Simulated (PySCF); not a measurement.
**ORD: SMILES C=C(F)/C(F)=C/C(F)(F)F, C5H3F5**

Geometry:
```json
{"atom": "C1", "x (Å)": "2.513", "y (Å)": "0.620", "z (Å)": "-0.737"}
{"atom": "C2", "x (Å)": "1.550", "y (Å)": "-0.170", "z (Å)": "-0.280"}
{"atom": "F3", "x (Å)": "1.811", "y (Å)": "-1.441", "z (Å)": "0.079"}
{"atom": "C4", "x (Å)": "0.149", "y (Å)": "0.200", "z (Å)": "-0.108"}
{"atom": "F5", "x (Å)": "-0.129", "y (Å)": "1.451", "z (Å)": "-0.482"}
{"atom": "C6", "x (Å)": "-0.797", "y (Å)": "-0.605", "z (Å)": "0.379"}
{"atom": "C7", "x (Å)": "-2.225", "y (Å)": "-0.184", "z (Å)": "0.537"}
{"atom": "F8", "x (Å)": "-2.932", "y (Å)": "-1.116", "z (Å)": "1.189"}
{"atom": "F9", "x (Å)": "-2.363", "y (Å)": "0.958", "z (Å)": "1.227"}
{"atom": "F10", "x (Å)": "-2.840", "y (Å)": "0.007", "z (Å)": "-0.643"}
{"atom": "H11", "x (Å)": "2.300", "y (Å)": "1.634", "z (Å)": "-1.020"}
{"atom": "H12", "x (Å)": "3.522", "y (Å)": "0.262", "z (Å)": "-0.831"}
{"atom": "H13", "x (Å)": "-0.563", "y (Å)": "-1.615", "z (Å)": "0.672"}
```

Computed with TDDFT BHandHLYP/def2-SVPD circular dichroism and optical rotation, one conformer, gas phase (PySCF). Geometry: GFN2-xTB.

States above about 9.0 eV lie in this functional's continuum (it starts at minus the energy of the highest occupied orbital, well below the true ionisation energy for most functionals) and depend on the basis. No stereocentre is labelled: unless the shape is locked (an allene, a helicene, a hindered biaryl), the mirror image is equally populated and a measured rotation or CD is zero.

(1) What is the specific rotation at 633, 589.3, 546, 436, 405, 365, 355 nm?

(2) And for the mirror image at 589.3 nm?

(3) What is the molar rotation [Φ] = [α]·M/100 of the geometry above at 589.3 nm?

## Answers

(1) [α] in deg dm⁻¹ (g/mL)⁻¹:
```
λ (nm)  origin-invariant length gauge  modified velocity gauge  length gauge (centre of mass)  isotropic polarisability (au)
   633                           +6.9                     +6.5                           +7.0                           70.4
 589.3                           +8.3                     +7.8                           +8.4                           70.8
   546                          +10.1                     +9.6                          +10.3                           71.4
   436                          +19.3                    +18.4                          +19.6                           74.0
   405                          +24.5                    +23.4                          +24.9                           75.4
   365                          +35.3                    +33.9                          +35.9                           77.8
   355                          +39.2                    +37.6                          +39.9                           78.7
```

(2) -8.3 deg dm⁻¹ (g/mL)⁻¹ (origin-invariant length gauge): the same size and the opposite sign.

(3) With M = 158.07 g/mol, +13.1 deg cm² dmol⁻¹ (origin-invariant length gauge).

The first excitation lies at 5.90 eV (210 nm) with R = +2.6 × 10⁻⁴⁰ esu² cm² (velocity form).
